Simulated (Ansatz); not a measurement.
A made-up structure of AlBH3ClO, singlet:

```
7
angstrom
B -0.5686 1.1318 -0.1223
Al 0.1504 -0.4387 -0.1758
O 0.7862 -0.8153 1.2906
Cl 0.0826 -1.5699 -2.0839
H -1.7432 1.1556 0.1753
H 0.1670 2.0512 -0.4116
H 1.1255 -1.5147 1.3277
```

It is relaxed with PBE-D4/def2-SVP and then PBE0-D4/def2-TZVP (Ansatz 0.2.0). Atoms count as bonded within 1.22 times the sum of their covalent radii (H–H: 0.88 Å). The end point is not checked to be a true minimum.

Problem. Does its bonding change? (A judgement: the text doesn't fix the answer.)

Solution. By the calculation: No: no bond forms or breaks.

Where it ends: The first stage lowers the energy by 3.36 eV in 9 steps. It ends as AlBH₃ClO ([BH2][Al]([OH])[Cl]):
```
7
angstrom
B -0.7073 1.3868 -0.1842
Al 0.1983 -0.5172 -0.1413
O 0.9156 -1.1080 1.2692
Cl 0.2204 -1.7193 -1.8744
H -1.8668 1.5455 0.0670
H -0.0996 2.3738 -0.4825
H 1.3395 -1.9616 1.3462
```

Labels in which every atom is bracketed show which atoms are joined, not bond orders.

For scale, one of the runs: PBE0-D4/def2-TZVP relaxation, 154 basis functions, launched by `ansatz run in.yaml --threads 2 --pin off --events-out ev --progress --plain --max-ram 4352MiB`. Hardware: 2 CPU threads of an Arm Neoverse V2, shared host. Wall time about 22 s.
